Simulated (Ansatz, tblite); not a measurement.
Spin states of Zr₃O₆ (the lowest singlet isomer of a short search), each relaxed with PBE-D4/def2-SVP in Ansatz. Electronic energies in the gas phase.

In the def2 sets Zr takes a core potential, while STO-3G treats all electrons; there is no spin–orbit coupling. The xTB rows come from tblite. B3LYP takes the VWN-RPA correlation. Correlated methods freeze 6 core orbitals; core or outer-core shells of Zr are correlated, in sets that lack core-valence functions. The structure comes from a short search, and lower isomers may exist.

Singlet geometry (Cs within 0.1 Å):

```xyz
9

Zr   -0.824    1.933   -0.069
Zr   -0.340   -0.730    1.479
Zr    0.992   -0.264   -1.335
O    -0.471    1.423    1.707
O     1.089   -1.027   -2.941
O     1.200   -1.349    0.345
O     0.809    1.871   -1.001
O    -1.053    0.041   -0.491
O    -1.401   -1.897    2.307
```

Triplet geometry (Cs within 0.1 Å):

```xyz
9

Zr    0.348   -1.613   -1.260
Zr    1.272    0.121    1.074
Zr   -1.544    0.570   -0.279
O     1.422   -1.780    0.364
O    -2.602    1.894   -0.997
O    -0.615    0.693    1.511
O    -1.572   -1.303   -1.074
O     0.507    0.380   -0.930
O     2.784    1.036    1.590
```

Quintet geometry (Cs within 0.1 Å):

```xyz
9

Zr   -0.276    1.270    1.780
Zr   -0.002    1.000   -1.248
Zr   -0.205   -1.503    0.508
O    -0.489    2.358    0.069
O     0.645   -3.311    0.472
O    -1.009   -0.728   -1.156
O    -0.734   -0.674    2.195
O     1.040    0.105    0.271
O     1.030    1.482   -2.891
```

⟨S²⟩: triplet 2.03 at PBE0-D4/def2-TZVP (pure 2.00), quintet 6.01 at PBE0-D4/def2-TZVP (pure 6.00).

Only these spin states were relaxed. Higher spins weren't run and may lie lower.

Second-order perturbation terms are unreliable where d shells bring near-degenerate states, and here MP2/def2-TZVP lies more than 0.4 eV from the median of the functionals without such a term.

```json
{"level": "GFN1-xTB", "triplet − singlet (kJ/mol)": "267.3", "quintet − singlet (kJ/mol)": "706.8", "lowest of these": "singlet"}
{"level": "GFN2-xTB", "triplet − singlet (kJ/mol)": "256.5", "quintet − singlet (kJ/mol)": "624.1", "lowest of these": "singlet"}
{"level": "HF/STO-3G", "triplet − singlet (kJ/mol)": "1.7", "quintet − singlet (kJ/mol)": "-3.5", "lowest of these": "quintet"}
{"level": "HF/def2-TZVP", "triplet − singlet (kJ/mol)": "101.0", "quintet − singlet (kJ/mol)": "150.1", "lowest of these": "singlet"}
{"level": "PBE-D4/def2-TZVP", "triplet − singlet (kJ/mol)": "211.2", "quintet − singlet (kJ/mol)": "539.7", "lowest of these": "singlet"}
{"level": "revPBE-D4/def2-TZVP", "triplet − singlet (kJ/mol)": "208.6", "quintet − singlet (kJ/mol)": "529.1", "lowest of these": "singlet"}
{"level": "r2SCAN-D4/def2-TZVP", "triplet − singlet (kJ/mol)": "208.2", "quintet − singlet (kJ/mol)": "490.9", "lowest of these": "singlet"}
{"level": "B3LYP-D4/def2-TZVP", "triplet − singlet (kJ/mol)": "231.0", "quintet − singlet (kJ/mol)": "499.1", "lowest of these": "singlet"}
{"level": "PBE0-D4/def2-TZVP", "triplet − singlet (kJ/mol)": "240.2", "quintet − singlet (kJ/mol)": "485.7", "lowest of these": "singlet"}
{"level": "MP2/def2-TZVP", "triplet − singlet (kJ/mol)": "356.9", "quintet − singlet (kJ/mol)": "662.8", "lowest of these": "singlet"}
```

Change of the quintet − singlet gap on mixing in exact exchange, in kJ/mol: PBE to PBE0 (25 % exact exchange) -54.0.

The xTB methods have no spin-polarisation term.
